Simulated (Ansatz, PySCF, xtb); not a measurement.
CH3F (SMILES CF) and CH6Si (SMILES C[SiH3]) are pulled apart as rigid monomers along the line of their centres of mass, from the B3LYP-D3(BJ)/def2-TZVP minimum. Starting geometry (charge 0, multiplicity 1):
```xyz
13

C     -0.6817     0.4925    -0.3017
F      0.3161    -0.2714     0.2995
H     -0.4888     0.5315    -1.3741
H     -1.6455     0.0230    -0.1049
H     -0.6574     1.4946     0.1264
C      1.0625    -0.9697     3.5276
Si    -0.3408     0.2698     3.4890
H      1.9275    -0.5611     4.0532
H      1.3653    -1.2261     2.5122
H      0.7583    -1.8849     4.0389
H     -0.7616     0.6256     4.8683
H     -1.5249    -0.2798     2.7843
H      0.0650     1.5218     2.8045
```

Interaction energies with rigid monomers; basis-set methods are counterpoise corrected unless marked otherwise.

Correlated levels freeze the cores. Rows in STO-3G carry no dispersion term and start afresh at each structure.

Programs: Ansatz (a quantum-chemistry and plane-wave program); PySCF for STO-3G rows, the dispersion terms; xtb for the GFN methods. Values without a source in brackets are computed.

```csv
F2···Si7 (Å),GFN2-xTB (kcal/mol),HF/STO-3G (no counterpoise) (kcal/mol),PBE/def2-TZVPPD (kcal/mol),PBE0-D4/def2-TZVPPD (kcal/mol),CCSD(T)/aug-cc-pV(D+d)Z (kcal/mol)
2.99,[?],1.45,0.43,-1.04,-0.63
3.30,-1.39,0.02,-0.88,-1.96,-1.77
3.77,-1.30,[?],-0.94,-1.59,-1.45
4.56,-0.67,-0.13,-0.45,-0.69,-0.65
5.85,-0.23,-0.05,-0.14,-0.16,-0.20
```

Task: Complete the blanks.

Result: 
- 3.77, HF/STO-3G (no counterpoise) (kcal/mol): -0.25
- 2.99, GFN2-xTB (kcal/mol): -0.04
